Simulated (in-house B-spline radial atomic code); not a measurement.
Values are calculated unless marked as measured or tabulated.
Weak and strong correlation along the adiabatic connection

Two-electron singlets in several external potentials (atomic units), by full CI in B-splines with partial waves to l = 8 (correlation energies up to 0.6 % small). The repulsion is scaled by λ at fixed density; W(λ) is the mean repulsion less the Hartree energy, W(0) = E_x, and the area under W from 0 to 1 is E_xc.

Relative drop (W(λ) − E_x)/E_x:

```tsv
system	λ = 0.12	λ = 0.25	λ = 0.4	λ = 0.6	λ = 0.8	λ = 1
−Z exp(−kr)/r, Z = 4.38, k = 1.31	0.0049	0.0101	0.0160	0.0235	0.0308	0.0378
−Z/r, Z = 1.07, wall at 6.91 bohr	0.0242	0.0475	0.0712	0.0984	0.1215	0.1413
−Z/r, Z = 1	0.0368	0.0698	0.1012	0.1348	0.1616	0.1835
ω²r²/2 − Z/r, ω = 0.0224, Z = 0.7	0.0721	0.1277	0.1724	0.2131	0.2414	0.2624
−Z/r, Z = 17	0.0011	0.0022	0.0035	0.0053	0.0070	0.0088
−Z exp(−kr)/r, Z = 1.81, k = 0.445	0.0147	0.0294	0.0452	0.0643	0.0815	0.0970
ω²r²/2 − Z/r, ω = 1.94, Z = 0.3	0.0104	0.0210	0.0326	0.0470	0.0603	0.0725
```

Q: Order the systems by how far second-order (GL2) theory, half the initial slope (estimated from the first points of each curve), overshoots the correlation energy, least first.
A. −Z/r, Z = 1.07, wall at 6.91 bohr
B. ω²r²/2 − Z/r, ω = 0.0224, Z = 0.7
C. −Z/r, Z = 17
D. −Z exp(−kr)/r, Z = 1.81, k = 0.445
E. ω²r²/2 − Z/r, ω = 1.94, Z = 0.3
F. −Z exp(−kr)/r, Z = 4.38, k = 1.31
G. −Z/r, Z = 1

A: C (GL2/E_c = 1.01), F (GL2/E_c = 1.07), E (GL2/E_c = 1.14), D (GL2/E_c = 1.20), A (GL2/E_c = 1.33), G (GL2/E_c = 1.53), B (GL2/E_c = 1.98).

Q: What else changes along this order?

A: The ratio follows the bend of the curve. With it the leading natural occupation goes from 2.000 to 1.761 and −T_c/E_c from 0.99 to 0.50 between the first and the last.
